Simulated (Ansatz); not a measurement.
Basis-set extrapolation for CH$_{7}$BClNSi, SMILES `BN(C)[SiH2]Cl` (PBE0-D4/def2-TZVP geometry, frozen core, Ansatz 0.2.0). Multiplicity 1, RHF reference.

```json
{"": "HF", "def2-TZVPP": "-869.685245", "def2-QZVPP": "-869.713286"}
{"": "MP2 correlation", "def2-TZVPP": "-0.800306", "def2-QZVPP": "-0.861582"}
{"": "CCSD(T) correlation", "def2-TZVPP": "-0.893591", "def2-QZVPP": "not run"}
```

Energies in hartree. Use E(X) = E(∞) + A·exp(−7.88·√X) for Hartree–Fock and E(X) = E(∞) + B·X^(−2.97) for correlation, with X = 3 and 4, and add CCSD(T) minus MP2 of the smaller set to the MP2 limit.

Task: What is the CCSD(T) energy at the basis-set limit?

Result: HF limit: -869.713286 + (-0.028041) × 0.13774 = -869.71715. MP2 limit: -0.861582 + (-0.061276) × 0.74074 = -0.90697. Higher-order term: -0.893591 − (-0.800306) = -0.09329. Total: -870.71741 hartree, 363.8 kJ/mol below CCSD(T)/def2-TZVPP.
